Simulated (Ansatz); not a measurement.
Computed with Ansatz on PBE0-D4/def2-TZVP structures; ΔE is electronic, products minus reactants. CBS: MP2 limit from def2 TZ/QZ plus the TZ coupled-cluster correction, frozen cores. This one scheme is used for every species. Functionals use def2-TZVPP. B3LYP here is the variant with VWN-RPA as its local correlation; programs differ in this. One conformer a species, not always the lowest.

Consider the substitution at a C–B bond: `CBC1=CB1` + `NB(F)S` → `CNB(F)S` + `BC1=CB1`.

```json
{"level": "PBE-D4", "ΔE (kJ/mol)": "74.3", "difference from CCSD(T)/CBS": "-5.3"}
{"level": "r2SCAN-D4", "ΔE (kJ/mol)": "79.8", "difference from CCSD(T)/CBS": "0.2"}
{"level": "PBE0-D4", "ΔE (kJ/mol)": "79.3", "difference from CCSD(T)/CBS": "-0.3"}
{"level": "B3LYP-D4", "ΔE (kJ/mol)": "84.0", "difference from CCSD(T)/CBS": "4.4"}
{"level": "ωB97X-V", "ΔE (kJ/mol)": "82.1", "difference from CCSD(T)/CBS": "2.5"}
{"level": "ωB97M-V", "ΔE (kJ/mol)": "81.6", "difference from CCSD(T)/CBS": "2.0"}
{"level": "B2PLYP", "ΔE (kJ/mol)": "83.5", "difference from CCSD(T)/CBS": "3.9"}
{"level": "PBE", "ΔE (kJ/mol)": "75.2", "difference from CCSD(T)/CBS": "-4.4"}
{"level": "r2SCAN", "ΔE (kJ/mol)": "80.0", "difference from CCSD(T)/CBS": "0.4"}
{"level": "PBE0", "ΔE (kJ/mol)": "80.0", "difference from CCSD(T)/CBS": "0.4"}
{"level": "B3LYP", "ΔE (kJ/mol)": "85.7", "difference from CCSD(T)/CBS": "6.1"}
{"level": "HF/def2-TZVPP", "ΔE (kJ/mol)": "102.5", "difference from CCSD(T)/CBS": "22.9"}
{"level": "MP2/def2-TZVPP", "ΔE (kJ/mol)": "78.7", "difference from CCSD(T)/CBS": "-0.9"}
{"level": "SCS-MP2/def2-TZVPP", "ΔE (kJ/mol)": "79.7", "difference from CCSD(T)/CBS": "0.1"}
{"level": "CCSD/def2-TZVPP", "ΔE (kJ/mol)": "83.1", "difference from CCSD(T)/CBS": "3.5"}
{"level": "CCSD(T)/def2-TZVPP", "ΔE (kJ/mol)": "78.2", "difference from CCSD(T)/CBS": "-1.4"}
{"level": "HF/def2-QZVPP", "ΔE (kJ/mol)": "102.1", "difference from CCSD(T)/CBS": "22.5"}
{"level": "MP2/def2-QZVPP", "ΔE (kJ/mol)": "79.4", "difference from CCSD(T)/CBS": "-0.2"}
{"level": "SCS-MP2/def2-QZVPP", "ΔE (kJ/mol)": "80.8", "difference from CCSD(T)/CBS": "1.2"}
{"level": "HF/CBS(def2)", "ΔE (kJ/mol)": "102.0", "difference from CCSD(T)/CBS": "22.4"}
{"level": "MP2/CBS(def2)", "ΔE (kJ/mol)": "80.1", "difference from CCSD(T)/CBS": "0.5"}
{"level": "CCSD/CBS(def2)", "ΔE (kJ/mol)": "84.5", "difference from CCSD(T)/CBS": "4.9"}
{"level": "CCSD(T)/CBS", "ΔE (kJ/mol)": "79.6", "difference from CCSD(T)/CBS": "0"}
```

Largest T1 diagnostic among the species: 0.013.

In def2-TZVPP, CCSD(T) changes the Hartree–Fock value by −24.3 kJ/mol (the triples alone add −4.9 kJ/mol) and MP2 by −23.8 kJ/mol. From PBE to PBE0 (25 % exact exchange), in def2-TZVPP and without D4, ΔE moves by +4.8 kJ/mol.
